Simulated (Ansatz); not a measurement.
Mulliken charges of H5Si2Te, SMILES `[SiH2][Te][SiH3]` radical from r2SCAN/def2-TZVPP in Ansatz (PBE0-D4/def2-TZVP geometry).

| atom | x (Å) | y (Å) | z (Å) | charge (e) |
| --- | --- | --- | --- | --- |
| Si1 | -1.173 | 1.441 | -0.775 | 0.096 |
| Te2 | 1.219 | 0.806 | -0.904 | -0.069 |
| Si3 | 0.917 | -0.949 | 0.847 | 0.221 |
| H4 | -2.039 | 0.226 | -0.824 | -0.045 |
| H5 | -1.461 | 2.308 | -1.953 | -0.053 |
| H6 | 0.548 | -0.336 | 2.147 | -0.048 |
| H7 | 2.220 | -1.648 | 0.970 | -0.056 |
| H8 | -0.139 | -1.906 | 0.435 | -0.047 |

Problem. By hand: the dipole of these point charges (1 e Å = 4.8032 D).

Solution. Σ q r = (0.031, -0.062, 0.138) e Å, of length 0.154 e Å = 0.74 D.

Problem. How does the dipole of the full density compare? (Estimate.)

Solution. Ansatz gave: (-0.010, -0.087, 0.080) e Å, 0.57 D; the point charges give 1.30 times that, at 28° from its direction.

Point charges leave out the atoms' own dipoles, such as those of lone pairs, and Mulliken's split depends on the basis, so the two needn't agree.
